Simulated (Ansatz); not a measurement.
A series at Si: from `O[SiH2]/C=C\[SiH](O)O`, ligands are replaced one by one, each step taking up H₂ and setting free H₂O; n counts the steps. Ansatz, PBE0-D4/def2-TZVP geometries. Each molecule was computed in one conformer, which needn't be the lowest.

CBS adds triple-zeta CCSD(T) − MP2 to the MP2 limit, frozen cores; atoms without spin–orbit coupling. 

| n | molecule | atomization energy, CCSD(T)/CBS (kJ/mol) |
| --- | --- | --- |
| 0 | `O[SiH2]/C=C\[SiH](O)O` | 5908.9 |
| 1 | `O[SiH](O)/C=C/[SiH3]` | ? |
| 2 | `O[SiH2]/C=C/[SiH3]` | 4706.4 |
| 3 | `[SiH3]/C=C/[SiH3]` | 4117.9 |

Task: By hand: fit a straight line y = ȳ + b (n − n̄) to the 3 given rows and predict n = 1.

Result: n̄ = 1.667, ȳ = 4911.07; Σ(n − n̄)(y − ȳ) = -2788.83, Σ(n − n̄)² = 4.667, so b = -597.56 kJ/mol a step. Prediction: 4911.07 + (-597.56) × (-0.667) = 5309.6 kJ/mol.

Task: By hand: compare with the computed value, 5316.8 kJ/mol, and give the steps along the whole series.

Result: The line misses by 7.2 kJ/mol (computed minus predicted). Steps: -592.1, -610.4, -588.5 kJ/mol.

The steps differ by up to 21.9 kJ/mol, small against a whole step but well beyond the method's doubt, so the ligands' effects don't simply add. The miss is 0.4 % of the series' range. The energies themselves are unsure by some kJ/mol a bond, though much of that is common to the series.
